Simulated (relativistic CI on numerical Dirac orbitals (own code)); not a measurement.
# Sm⁴⁺ (4f4) in a crystal field

Calculated by Dirac-Coulomb-Breit CI, KLI orbitals optimised for each configuration, a model potential for QED, valence Slater integrals scaled by 0.8, one configuration in a parametric crystal field (own radial code).

Field parameters in Wybourne normalisation; cubic f-shell fields have B⁴₄ = √(5/14) B⁴₀ and B⁶₄ = −√(7/2) B⁶₀. The field is a parameter set, without covalency.

S and J are read from ⟨S²⟩ = S(S + 1) and ⟨J²⟩ = J(J + 1) of each level; they are not fictitious spins.

C2v, B20 = 570, B22 = -550, B40 = 370, B42 = 100, B44 = -990, B60 = -270, B62 = 80, B64 = -710, B66 = -920 cm⁻¹, the lowest 16 levels:

| E (cm⁻¹) | Degeneracy | S | J |
| --- | --- | --- | --- |
| 0.0 | 1 | 1.97 | 4.02 |
| 28.7 | 1 | 1.97 | 4.02 |
| 157 | 1 | 1.97 | 4.01 |
| 230 | 1 | 1.97 | 4.03 |
| 285 | 1 | 1.97 | 4.01 |
| 290 | 1 | 1.97 | 4.01 |
| 355 | 1 | 1.97 | 4.02 |
| 393 | 1 | 1.97 | 4.02 |
| 500 | 1 | 1.97 | 4.01 |
| 2007 | 1 | 1.98 | 5.01 |
| 2009 | 1 | 1.98 | 5.01 |
| 2093 | 1 | 1.98 | 5.00 |
| 2100 | 1 | 1.98 | 5.01 |
| 2135 | 1 | 1.98 | 5.00 |
| 2167 | 1 | 1.98 | 5.01 |
| 2184 | 1 | 1.98 | 5.00 |

D4h, B20 = 3430, B40 = 460, B44 = -220, B60 = -240, B64 = 1340 cm⁻¹, the lowest 16 levels:

| E (cm⁻¹) | Degeneracy | Irrep | S | J |
| --- | --- | --- | --- | --- |
| 0.0 | 1 | B1 | 1.97 | 4.02 |
| 22.6 | 1 | A1 | 1.97 | 4.01 |
| 49.5 | 2 | E | 1.97 | 4.03 |
| 341 | 1 | B2 | 1.97 | 4.00 |
| 414 | 2 | E | 1.97 | 4.02 |
| 649 | 1 | A2 | 1.97 | 4.09 |
| 803 | 1 | A1 | 1.97 | 4.02 |
| 1985 | 2 | E | 1.98 | 5.00 |
| 2043 | 1 | B1 | 1.98 | 4.99 |
| 2050 | 1 | A2 | 1.98 | 4.94 |
| 2081 | 1 | B2 | 1.98 | 5.02 |
| 2204 | 2 | E | 1.98 | 5.00 |
| 2305 | 1 | A1 | 1.98 | 5.03 |
| 2334 | 1 | A2 | 1.98 | 5.01 |
| 2605 | 2 | E | 1.98 | 5.02 |
| 4007 | 1 | A1 | 1.99 | 5.98 |

Oh, B40 = -2200, B60 = 1110 cm⁻¹, the lowest 16 levels:

```csv
E (cm⁻¹),Degeneracy,Irrep,S,J
0.0,1,A1,1.97,4.01
367,3,T1,1.97,4.09
607,3,T2,1.97,4.06
872,2,E,1.97,4.04
2320,3,T2,1.98,5.01
2493,2,E,1.98,5.05
2518,3,T1,1.98,5.04
2631,3,T1,1.98,4.94
4252,1,A2,1.99,6.02
4364,3,T2,1.99,6.03
4477,3,T1,1.99,6.03
4530,1,A1,1.99,6.03
4590,2,E,1.99,5.94
4609,3,T2,1.99,5.99
6519,2,E,1.97,7.06
6520,3,T2,1.97,7.04
```

The next free-ion level lies 1873 cm⁻¹ above the lowest; the field splits the ground level into components whose J stays near 4 as long as their spread is small against that gap.

Levels of this model without a field, named by their leading LS term (the scale mimics covalency, so terms lie below those of the real free ion): 5I_4 0, 5I_5 1873, 5I_6 3875, 5I_7 5938, 5I_8 8020, 5F_1 14706, 5F_2 15191, 5F_3 16293 cm⁻¹.
